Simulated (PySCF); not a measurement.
PW91 on Ni⁻ (nickel, charge -1), [Ar] 3d9 4s2, 2D determinant. All numbers are calculated (PySCF 2.14, the spin-free X2C one-electron Hamiltonian (Gaussian nucleus), in x2c-TZVPPall with one added diffuse shell each of s, p, d, f type (7s6p5d3f1g, 80 functions)).

```
cycle= 1 E= -1520.51461140552  delta_E= 0.204  |g|= 1.08  |ddm|= 0.81
cycle= 2 E= -1519.26325283618  delta_E= 1.25  |g|= 2.88  |ddm|= 1.49
cycle= 3 E= -1520.6866504588  delta_E= -1.42  |g|= 0.523  |ddm|= 0.956
cycle= 4 E= -1520.74115482483  delta_E= -0.0545  |g|= 0.269  |ddm|= 0.655
cycle= 5 E= -1520.76295282874  delta_E= -0.0218  |g|= 0.0567  |ddm|= 0.403
cycle= 6 E= -1520.76427985249  delta_E= -0.00133  |g|= 0.00579  |ddm|= 0.0864
cycle= 7 E= -1520.76429846705  delta_E= -1.86e-05  |g|= 0.000979  |ddm|= 0.015
cycle= 8 E= -1520.7642987268  delta_E= -2.6e-07  |g|= 0.000216  |ddm|= 0.00112
cycle= 9 E= -1520.76429874022  delta_E= -1.34e-08  |g|= 5.02e-06  |ddm|= 0.000229
cycle= 10 E= -1520.76429874023  delta_E= -1.14e-11  |g|= 3.24e-06  |ddm|= 1.72e-05
converged SCF energy = -1520.76429874023  <S^2> = 0.75606627  2S+1 = 2.0060571
```

Highest occupied orbital energy: 2.310 eV; ⟨L²⟩ = 6.04; populations by l: s 8.00, p 12.00, d 9.00, f 0.00.

Problem. Can this result be used?

Solution. With care. The calculation finished and met its thresholds. At PW91 the highest occupied level has a positive energy, so only the finite basis holds that electron; in a semilocal or global hybrid functional this comes from self-interaction and does not mean that the real anion is unbound.
